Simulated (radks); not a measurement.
Q: All-electron atom: Rh7+ in [Kr] 4d2 (the NIST ground configuration). Calculated with a radial shooting solver on a logarithmic mesh with Libxc functionals: scalar-relativistic Kohn-Sham, PBEsol, spin-polarised, spherical densities, finite nucleus; open shells are filled with parallel spins first (spin-orbit coupling, left out, can overturn this in heavy ions); Fermi nuclear charge, rms radius 4.4945 fm. Some entries of the table are withheld. Estimate them.

| orbital | occ. | eigenvalue (eV) | r(max) (bohr) |
|---|---|---|---|
| 1s down | 1 | -23141.51 | 0.02119 |
| 1s up | 1 | -23141.51 | 0.02119 |
| 2s up | 1 | -3456.709 | 0.1199 |
| 2s down | 1 | -3456.219 | 0.1198 |
| 2p up | 3 | -3110.781 | 0.09578 |
| 2p down | 3 | -3110.407 | 0.09578 |
| 3s up | 1 | -712.3901 | 0.3514 |
| 3s down | 1 | -712.1117 | 0.3514 |
| 3p up | 3 | -598.7139 | 0.3445 |
| 3p down | 3 | -598.3994 | 0.3445 |
| 3d up | 5 | -417.1243 | 0.2907 |
| 3d down | 5 | -416.6587 | 0.2908 |
| 4s up | 1 | -192.1376 | 0.8681 |
| 4s down | 1 | -189.9549 | 0.8663 |
| 4p up | 3 | -158.1801 | 0.9198 |
| 4p down | 3 | -155.9097 | 0.9176 |
| 4d up | 2 | -107.1356 | 1.032 |
| 4d down | 0 | -104.8209 | 1.030 |
| 5s up | 0 | -78.3428 | 1.893 |
| 5s down | 0 | -76.8970 | 1.904 |
| 5p up | 0 | (1) | 2.074 |
| 5p down | 0 | (2) | 2.082 |

A: 
(1) 5p up eigenvalue (eV): -67.3124
(2) 5p down eigenvalue (eV): -66.0050
